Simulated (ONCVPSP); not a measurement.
# Which change was made? (He, ONCV)

He (Z = 2), optimised norm-conserving Vanderbilt (ONCV), made with ONCVPSP 4.0.1 (PBE, scalar-relativistic). Core none, reference 1s2. Waves: 1s: rc 0.55 bohr, ncon 4, nbas 9, qcut 15.4 1/bohr, 2 projectors, debl 1.8 Ha; p scattering state at 0.03 Ha: rc 0.50 bohr, ncon 4, nbas 7, qcut 16.4 1/bohr, 2 projectors, debl 1.1 Ha. Local part: polynomial inside 0.40 bohr (lpopt 2, dvloc0 0 Ha). Core correction: none.

Cutoffs, loose and tight: the cutoffs (Ha) at which the residual kinetic energy of the hardest occupied pseudo-wave falls to 1 and 0.1 mHa per electron. They do not see the model core or the augmentation charge, which bear on the density cutoff. Test errors are all-electron minus pseudo excitation energies from the reference, over the configurations 1s1; 1s1.5; variants that change the core or the reference have their own tests.

The base gives: outcome: generated; cutoff, loose: 80 Ha; cutoff, tight: 107 Ha; bound ghosts: none; GHOST(+) flags above zero: p; largest test error (meV): +4.7.

**Question.** After one change the result is: outcome: generated; cutoff, loose: 60 Ha; cutoff, tight: 79 Ha; bound ghosts: s; GHOST(+) flags above zero: p; largest test error (meV): +17. Which change was it?
A. s: rc 0.8
B. s: rc 0.7
C. s: rc 0.44
D. s: rc 0.38; local potential polynomial inside 0.38 bohr (lpopt 2, dvloc0 0 Ha)

**Answer.** A. The others give: s: rc 0.44 → outcome: generated; cutoff, loose: 98 Ha; cutoff, tight: 260 Ha; bound ghosts: none; GHOST(+) flags above zero: p; largest test error (meV): +1.4 | s: rc 0.7 → outcome: generated; cutoff, loose: 68 Ha; cutoff, tight: 88 Ha; bound ghosts: none; GHOST(+) flags above zero: p; largest test error (meV): +11 | s: rc 0.38; local potential polynomial inside 0.38 bohr (lpopt 2, dvloc0 0 Ha) → outcome: generated; cutoff, loose: 117 Ha; cutoff, tight: 864 Ha; bound ghosts: none; GHOST(+) flags above zero: s, p; largest test error (meV): -0.5.
